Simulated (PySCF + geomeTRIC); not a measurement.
Species: H$_{3}$Cl$_{2}$GaSi, SMILES `[SiH3][Ga]([Cl])[Cl]` (charge 0, multiplicity 1).

Task: Give a relaxed geometry from B3LYP-D3(BJ)/def2-TZVP in PySCF + geomeTRIC.

Result: the end point of this relaxation (outside a Z-matrix the atoms follow the SMILES, hydrogens last).
Bond lengths (Å): Si1–Ga2 2.404, Si1–H5 1.480, Si1–H6 1.478, Si1–H7 1.480, Ga2–Cl3 2.159, Ga2–Cl4 2.161. Angles (°): Ga2–Si1–H5 108.6, Ga2–Si1–H6 109.8, Ga2–Si1–H7 108.0, H5–Si1–H6 110.4, H5–Si1–H7 109.8, H6–Si1–H7 110.2, Si1–Ga2–Cl3 124.2, Si1–Ga2–Cl4 122.5, Cl3–Ga2–Cl4 113.4.
